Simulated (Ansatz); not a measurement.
Reaction (redistribution): `C[O][In]([OH])[SH]` + `CO[SiH](Cl)O[SiH3]` → `[OH][In]([SH])[O][SiH3]` + `CO[SiH](Cl)OC`

Program: Ansatz. Geometries: PBE0-D4/def2-TZVP. ΔE: electronic, gas phase. CCSD(T)/CBS adds triple-zeta CCSD(T) − MP2 to the extrapolated MP2 energy (def2 sets, frozen cores). Functionals use def2-TZVPP. B3LYP here is the variant with VWN-RPA as its local correlation; programs differ in this. def2 core potentials past Kr. For In outer-core shells are correlated without core-valence functions, which leaves a few kJ/mol of doubt a bond. Each species was taken in one conformer, which may not be the lowest.

`C[O][In]([OH])[SH]`:

```xyz
10

C    -0.044   -0.986   -1.611
O     0.585    0.073   -0.927
In    0.055    0.583    0.901
O    -1.299   -0.617    1.699
S     1.056    2.453    1.939
H    -0.395   -1.787   -0.950
H    -0.905   -0.629   -2.190
H     0.675   -1.421   -2.313
H    -1.534   -0.380    2.599
H     1.805    2.712    0.852
```

`CO[SiH](Cl)O[SiH3]`:

Z-matrix (Å, degrees):
```
C
O 1 1.412
H 1 1.094 2 111.0
H 1 1.090 2 107.9 3 119.4
H 1 1.095 2 111.3 3 -121.5
Si 2 1.622 1 126.0 3 60.1
O 6 1.609 2 108.0 1 -173.1
Cl 6 2.054 2 109.1 1 -53.3
H 6 1.473 2 112.7 1 65.8
Si 7 1.645 6 143.5 2 47.7
H 10 1.483 7 109.5 6 -87.3
H 10 1.484 7 110.2 6 33.4
H 10 1.482 7 107.7 6 153.4
```

`[OH][In]([SH])[O][SiH3]`:

Cartesian coordinates in Å:
```
O -1.174 -2.784 -1.125
In -0.819 -1.243 0.040
S -1.726 -0.849 2.172
O 0.449 0.049 -0.769
Si 1.094 1.463 -0.286
H -0.681 -2.714 -1.947
H -1.046 0.308 2.284
H 0.730 2.557 -1.227
H 2.578 1.367 -0.214
H 0.596 1.846 1.073
```

`CO[SiH](Cl)OC`:

Z-matrix (Å, degrees):
```
C
O 1 1.411
H 1 1.094 2 111.1
H 1 1.090 2 107.9 3 -119.2
H 1 1.095 2 111.5 3 121.6
Si 2 1.616 1 125.4 3 -62.5
O 6 1.616 2 105.6 1 175.4
Cl 6 2.060 2 110.4 1 56.0
H 6 1.479 2 112.4 1 -61.7
C 7 1.411 6 125.3 2 -175.8
H 10 1.090 7 107.9 6 -177.0
H 10 1.095 7 111.5 6 -57.8
H 10 1.094 7 111.1 6 63.8
```

```
             level  ΔE (kcal/mol)  difference from CCSD(T)/CBS
           PBE0-D4           -1.2                          0.2
          B3LYP-D4           -0.5                          0.9
           ωB97M-V           -1.5                         -0.1
            B2PLYP           -0.9                          0.5
     HF/def2-TZVPP           -1.2                          0.2
    MP2/def2-TZVPP           -1.5                         -0.1
   CCSD/def2-TZVPP           -1.3                          0.1
CCSD(T)/def2-TZVPP           -1.4                          0.0
     HF/def2-QZVPP           -1.1                          0.3
     MP2/CBS(def2)           -1.5                         -0.1
       CCSD(T)/CBS           -1.4                            0
```

Largest T1 diagnostic among the species: 0.016.
